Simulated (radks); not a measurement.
Problem. Radial electron density D(r) = 4 pi r^2 rho(r) of an atom or ion with 56 electrons. Method: Dirac Kohn-Sham, PBE, spin-unpolarised, spherical densities, finite nucleus; Fermi nuclear charge, rms radius of each element as measured or else 0.836 A^(1/3) + 0.57 fm; computed with a radial shooting solver on a logarithmic mesh with Libxc functionals.

r (bohr)  D(r) (e/bohr)
0.001027          2.734
0.001186          3.490
0.001381          4.501
0.001594          5.708
0.001856          7.304
0.002144          9.185
0.002496          11.63
0.002882          14.46
0.003355          18.07
0.003906          22.37
0.004511          27.13
0.005252          32.88
0.006065          38.95
0.007061          45.87
0.008154          52.67
0.009493          59.74
0.01096           65.87
0.01276           71.18
0.01486           74.75
0.01716           76.13
0.01998           75.40
0.02307           73.02
0.02686           69.71
0.03102           67.19
0.03611           66.85
0.0417            69.88
0.04855           76.75
0.05652           85.85
0.06527           93.70
0.07599           97.70
0.08775           95.36
0.1022            87.18
0.118             77.81
0.1374            71.77
0.1586            72.84
0.1847            79.27
0.215             84.05
0.2483            80.20
0.289             65.71
0.3338            47.73
0.3886            33.54
0.4488            29.44
0.5225            32.22
0.6034            34.67
0.7024            31.87
0.8177            24.22
0.9444            16.48
1.099             11.06
1.27              8.803
1.478             7.844
1.707             6.843
1.987             5.242
2.295             3.560
2.672             2.091
3.111             1.126
3.592            0.6042
4.182            0.3071
4.83             0.1554
5.623           0.06878
6.493           0.02743
7.559          0.008413
8.73           0.002149
10.16         0.0003771

What is the nuclear charge?

Solution. Z = 57. The innermost maximum, from 1s, lies near gamma/Z bohr with gamma = sqrt(1 - (Z/c)^2) = 0.909, here 0.016 bohr (found: 0.0176), and its height grows with Z. The density is that of the lanthanum ion La+ in [Xe] 5d2; the configuration itself is not fixed sharply by these data, and Z only to a few units. D(r) has 4 maxima, at r = 0.0176, 0.0772, 0.218, 0.608 bohr, and minima at 0.0341, 0.144, 0.449 bohr, inside which lie 2.02, 11.19, 29.01 electrons.
